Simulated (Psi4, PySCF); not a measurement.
SZn (SMILES [S]=[Zn]), singlet, geometry from GFN2-xTB (such geometries of metal compounds can be far from the true shape), atoms displaced at random by about 0.03 Å a coordinate. Base run: HF/STO-3G, gradient (PySCF).

Input for PySCF:
```python
from pyscf import gto, scf

mol = gto.M(
    atom='''
Zn    0.012027    0.046109   -0.717635
S    -0.014531    0.015614    1.317810
''',
    basis='sto-3g',
    charge=0,
    spin=0,
    verbose=4,
)

mf = scf.RHF(mol)
mf.kernel()
g = mf.nuc_grad_method()
grad = g.kernel()
```

Programs used: Psi4, PySCF; a row that names a program was run with it.

The coordinate followed is y of atom 2.

Variants of this job, named by their change:

```tsv
change	dE/dx (Eh/bohr)	net force (Eh/bohr)	outcome
base	-0.001081	0.000000	converged
conv_tol = 1e-11	-0.001081	0.000000	converged
conv_tol = 1e-6	-0.001082	0.000000	converged
finite difference step (bohr) = 0.01; conv_tol = 1e-11	-0.001081	-	converged
finite difference step (bohr) = 1e-3; conv_tol = 1e-11	-0.001081	-	converged
finite difference step (bohr) = 0.05; conv_tol = 1e-11	-0.001083	-	converged
density fitting = on; auxbasis_response = off	-0.001086	0.000204	converged
density fitting = on	-0.001081	0.000000	converged
finite difference step (bohr) = 1e-5; conv_tol = 1e-11	-0.001081	-	converged
code = psi4	-	-	not converged
finite difference step (bohr) = 0.2; conv_tol = 1e-11	-0.001102	-	converged
conv_tol = 1e-4	-0.001082	0.000000	converged
```

The net force is zero for an exact gradient.
